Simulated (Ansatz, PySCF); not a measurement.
Reaction (SMILES): C#CC#C + 7 [H][H] (H2) -> 4 C (CH4)
Geometries: B3LYP-D3(BJ)/def2-TZVP minima from Ansatz (an electronic-structure program). Unstable Hartree-Fock reference: C#CC#C.

Wanted: energy of full hydrogenation (enthalpy at 298 K, with B3LYP-D3(BJ) rigid-rotor harmonic-oscillator terms from PySCF), in eV. Correlated levels leave the core frozen unless marked. Spin-orbit coupling is left out. No relativistic terms. CBS(X,Y): correlation extrapolated as X^-3; Hartree-Fock from the larger set. The bracket is a focal-point correction in the basis named.

```
level                         program  energy of full hydrogenation (eV)
----------------------  -------------  ---------------------------------
HF/cc-pVDZ                     Ansatz                              -8.92
SVWN5/def2-TZVPD               Ansatz                              -9.08
BLYP/def2-TZVPD                Ansatz                              -7.07
BP86-D3(BJ)/def2-TZVPD  PySCF + dftd3                              -7.67
```

### Question
What does RI-MP2/CBS(aug-cc-pVTZ,aug-cc-pVQZ)+[CCSD(T)-MP2]/aug-cc-pVTZ (Ansatz) give?

### Answer
-7.91 eV
